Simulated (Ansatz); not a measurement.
Abridged output of a molecular run in Ansatz:

```
Functional definition: HF
1072 factors; integrals over basis functions are off by at most 1.8e-3 eV
mean field evaluation 1: about -61016.2332 eV, gradient 4.7e1 eV
mean field evaluation 2: about -61016.3344 eV, gradient 4.7e1 eV
mean field evaluation 4: about -61020.5392 eV, gradient 3.0e0 eV
mean field evaluation 8: about -61020.5952 eV, gradient 2.2e-1 eV
mean field -61020.59524974 eV, -2242.4655141829 hartree, gradient 3.0e-6 eV, S^2 0.000000; 0 other end points of the search recorded, 0 dependent functions left out
15 core orbitals not correlated: weight in the atoms' cores, before any rotation towards them, 1.000 or more for the frozen orbitals, at most 0.000 for the correlated occupied ones
reference -61020.59524974 eV, -2242.4655141829 hartree; 13, 13 occupied and 149, 149 virtual orbitals, 1072 factors
second order -14.98650094 eV of doubles, -0.00000000 eV of singles
cycle   1  -14.80155052 eV  change    1.8e-1 eV  update   1.2e-1
cycle   2  -15.36186003 eV  change   -5.6e-1 eV  update   3.8e-2
cycle   3  -15.49514186 eV  change   -1.3e-1 eV  update   2.0e-2
cycle   4  -15.47906059 eV  change    1.6e-2 eV  update   5.0e-3
cycle   5  -15.47808235 eV  change    9.8e-4 eV  update   2.7e-3
cycle   6  -15.47944571 eV  change   -1.4e-3 eV  update   7.7e-4
cycle   7  -15.47910974 eV  change    3.4e-4 eV  update   3.4e-4
cycle   8  -15.47907709 eV  change    3.3e-5 eV  update   8.9e-5
cycle   9  -15.47911285 eV  change   -3.6e-5 eV  update   3.3e-5
cycle  10  -15.47910932 eV  change    3.5e-6 eV  update   1.1e-5
perturbative correction -0.54671354 eV, -0.0200913521 hartree
Total energy: -61036.62107261 eV, -2243.0544523106 hartree
```

Its atoms:

```xyz
7

Al    1.057    1.129   -0.687
O     0.010    0.011   -0.009
Ga   -1.094   -1.168    0.710
H     0.952    2.643   -0.233
H     2.114    0.629   -1.756
H    -0.587   -1.872    2.008
H    -2.452   -1.371   -0.034
```

(1) Which basis set was used?
A. def2-QZVPP
B. def2-SVP
C. def2-TZVPP
D. cc-pV(Q+d)Z

(2) Write the keys of the input that set method, charge and spin (a neutral closed shell needs none for the last two).

Answers

(1) C. It gives 177 functions.

(2) 
```yaml
correlation: {method: ccsd_t}
```
